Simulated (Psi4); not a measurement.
# GaF (SMILES [F][Ga]): name the method

GaF: 2 atoms, total charge 0, spin state singlet. As SMILES, `[F][Ga]`. The coordinates come from a PBE0-D4/def2-TZVP relaxation.

```xyz
2

F     0.0000    0.0000    0.0063
Ga    0.0000    0.0000    1.7929
```

Orbital energies are those of the mean-field step.

A calculation with Psi4 1.11 gave:

* total energy: -2024.7941 Eh
* dipole moment: 2.15 D
* HOMO energy: -6.83 eV
* LUMO energy: -2.04 eV
* HOMO–LUMO gap: 4.78 eV

Which of these levels gave the numbers?
A. OMP2/def2-TZVPPD (density fitting for correlation)
B. TPSS/def2-TZVPPD
C. MP3/def2-TZVPPD
D. CCSD/def2-TZVPPD

B. The others give -2023.2320 Eh (MP3/def2-TZVPPD), -2023.2611 Eh (OMP2/def2-TZVPPD (density fitting for correlation)), -2023.2458 Eh (CCSD/def2-TZVPPD).
